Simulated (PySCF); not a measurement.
Order these species by their calculated properties.

Each SMILES stands for a single optimised conformer of the isolated species, non-relativistic unless stated. Electronic properties by PySCF.

The conformers computed, where there is a choice (atom-mapped SMILES and torsion angles):
- `[H]/[N:10]=[C:9]1/[C@@H:5]([CH2:4][CH2:3][O:2][CH3:1])[CH2:6][CH:7]=[CH:8]1`: C1–O2–C3–C4 -177°, O2–C3–C4–C5 178°, C3–C4–C5–C6 174°
- `[CH3:1][CH2:2][CH2:3][C@@H:4]1[CH:5]=[CH:6][C@@H:7]1[NH:8][CH:9]=[O:10]`: C1–C2–C3–C4 -178°, C2–C3–C4–C5 176°, C6–C7–N8–C9 140°, C7–N8–C9–O10 0°
- `[CH3:1][C:2](=[O:3])[C@H:4]([C:5]#[N:6])[O:7][C:8]([F:9])([F:10])[F:11]`: C1–C2–C4–C5 89°, C2–C4–O7–C8 -88°, C4–O7–C8–F9 -60°
- `[CH3:1][CH2:2][CH:3]([CH2:4][CH3:5])[S:6][S:7][CH3:8]`: C1–C2–C3–C4 -174°, C2–C3–C4–C5 174°, C2–C3–S6–S7 61°, C3–S6–S7–C8 102°
- `[CH3:1][P:2]([C:3]([F:4])=[C:5]([F:6])[F:7])[C:8]([F:9])=[C:10]([F:11])[F:12]`: C1–P2–C3–F4 11°, C1–P2–C8–F9 109°
- `[CH:1]#[C:2][CH2:3][n:4]1[n:5][n:6][cH:7][c:8]1[CH3:9]`: C2–C3–N4–N5 113°

The conformers of `O=C1C[C@H](C(F)F)CCN1`, `CO[C@@H]1CCC[C@H]1C(=O)Cl` and `FC(F)(F)S[C@@H]1CSC[SiH2]1` aren't listed.

Question: Rank by HOMO–LUMO gap, lowest first (PBE0/pcSseg-1 at GFN2-xTB geometries).
A. `CC(=O)[C@H](C#N)OC(F)(F)F`
B. `[H]/N=C1\C=CC[C@@H]1CCOC`
C. `C([C@@H]1CCNC(=O)C1)(F)F`
D. `CCC[C@@H]1C=C[C@@H]1NC=O`

Answer: B (5.83 eV), A (6.59 eV), D (7.19 eV), C (7.87 eV).

Question: By how much do the two ends of that ranking differ?

Answer: By 2.04 eV, between `O=C1C[C@H](C(F)F)CCN1` and `[H]/N=C1\C=CC[C@@H]1CCOC`.

Question: Rank by smallest rotational constant, lowest first (GFN2-xTB).
A. `C#CCn1nncc1C`
B. `[H]/N=C1\C=CC[C@@H]1CCOC`
C. `CP(C(F)=C(F)F)C(F)=C(F)F`
D. `CCC(CC)SSC`
E. `CCC[C@@H]1C=C[C@@H]1NC=O`

Answer: C (0.424 GHz), B (0.590 GHz), E (0.692 GHz), D (0.811 GHz), A (1.077 GHz).

Question: Give the two extremes of that set in cm⁻¹.

Answer: `CP(C(F)=C(F)F)C(F)=C(F)F`: 0.0141 cm⁻¹; `C#CCn1nncc1C`: 0.0359 cm⁻¹.

Question: Rank by dipole moment, lowest first (PBE0/pcSseg-1 at GFN2-xTB geometries).
A. `S(SC(CC)CC)C`
B. `CCC[C@@H]1C=C[C@@H]1NC=O`
C. `CP(C(F)=C(F)F)C(F)=C(F)F`
D. `[H]/N=C1\C=CC[C@@H]1CCOC`
E. `C#CCn1nncc1C`

Answer: C (1.71 D), A (2.03 D), D (2.29 D), B (3.74 D), E (4.96 D).

Question: Give the two extremes of that set in atomic units.

Answer: `CP(C(F)=C(F)F)C(F)=C(F)F`: 0.67 au; `C#CCn1nncc1C`: 1.95 au.

Question: Rank by HOMO energy, lowest first (PBE0/pcSseg-1 at GFN2-xTB geometries).
A. `CCC[C@@H]1C=C[C@@H]1NC=O`
B. `O(C)[C@H]1[C@H](C(Cl)=O)CCC1`
C. `CP(C(F)=C(F)F)C(F)=C(F)F`
D. `FC(F)(F)S[C@@H]1CSC[SiH2]1`
E. `[H]/N=C1\C=CC[C@@H]1CCOC`

Answer: B (-7.65 eV), A (-7.20 eV), C (-7.03 eV), E (-6.82 eV), D (-6.71 eV).

Question: Give the two extremes of that set in hartree.

Answer: `CO[C@@H]1CCC[C@H]1C(=O)Cl`: -0.281 Eh; `FC(F)(F)S[C@@H]1CSC[SiH2]1`: -0.246 Eh.
